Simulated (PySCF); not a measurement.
A PySCF script (with the pyscf-properties extension) for the NMR shieldings of SMILES CSBB(SC)C1CC1, C₅H₁₂B₂S₂, on a GFN2-xTB geometry:

```python
import basis_set_exchange as bse
import numpy as np
from pyscf import gto, dft
from pyscf.prop import nmr

atoms = """
C     2.454458   -0.485796   -0.432461
S     1.758637   -1.385747    1.005322
B     0.038732   -1.001931    1.004816
B    -0.695703   -0.061109   -0.134205
S    -1.338774   -0.757020   -1.652239
C    -1.019198   -2.552783   -1.493967
C    -0.884989    1.483430   -0.015058
C     0.077339    2.338899    0.786166
C    -1.289410    2.100801    1.312506
H     3.366147   -0.998081   -0.721785
H     1.745029   -0.481866   -1.252544
H     2.684053    0.532293   -0.134588
H    -0.519908   -1.527538    1.896860
H     0.047272   -2.733788   -1.406145
H    -1.401981   -3.024311   -2.393127
H    -1.538731   -2.935554   -0.621546
H    -1.310332    1.992041   -0.876175
H     0.902374    1.848022    1.280645
H     0.322025    3.316052    0.397560
H    -2.003623    2.909730    1.290004
H    -1.402338    1.441201    2.159489
"""
names = dict.fromkeys(["C", "S", "B", "H"], "pcSseg-1")
basis = {el: gto.basis.parse(bse.get_basis(n, elements=[el], fmt="nwchem")) for el, n in names.items()}
mol = gto.M(atom=atoms, basis=basis, charge=0, verbose=0)
mf = dft.RKS(mol, xc="PBE0")
mf.grids.level = 2
mf.grids.alignment = dft.numint.BLKSIZE   # the property module wants whole blocks of grid points
mf.conv_tol = 1e-9
mf.kernel()

calc = nmr.RKS(mf)   # GIAO
C = mf.mo_coeff
Co = C[:, mf.mo_occ > 0]
resp = mf.gen_response(singlet=True, hermi=2)
def vind(x):   # induced exchange potential for any number of trial vectors
    d = np.einsum("pi,xij,qj->xpq", C, 2 * x.reshape(-1, C.shape[1], Co.shape[1]), Co, optimize=True)
    return np.einsum("xpq,pi,qj->xij", resp(d - d.transpose(0, 2, 1)), C, Co, optimize=True).ravel()
mo1, _ = nmr.rhf.solve_mo1(calc, with_cphf=vind)
sigma = calc.kernel(mo1)
for i, s in enumerate(sigma):   # ppm
    print("%2d %-2s %9.2f" % (i, mol.atom_pure_symbol(i), np.trace(s) / 3))
```

**Question.** What does it print?

**Answer.** 
```
 0 C     163.78
 1 S     370.49
 2 B      20.71
 3 B      19.26
 4 S     436.53
 5 C     166.93
 6 C     171.56
 7 C     175.28
 8 C     174.97
 9 H      29.52
10 H      29.19
11 H      29.31
12 H      23.57
13 H      29.56
14 H      29.72
15 H      29.53
16 H      31.09
17 H      31.17
18 H      30.75
19 H      30.72
20 H      31.12
```

These numbers come from an equivalent density-fitted implementation of the same equations, which agrees with the script to about 0.01 ppm for H and up to a few tenths of a ppm for heavy atoms, so last digits may differ.

Size and cost of the density-fitted run: 227 basis functions, 120 s wall time on 1 thread of an Arm Neoverse N1, shared host; peak memory 1.1 GiB.
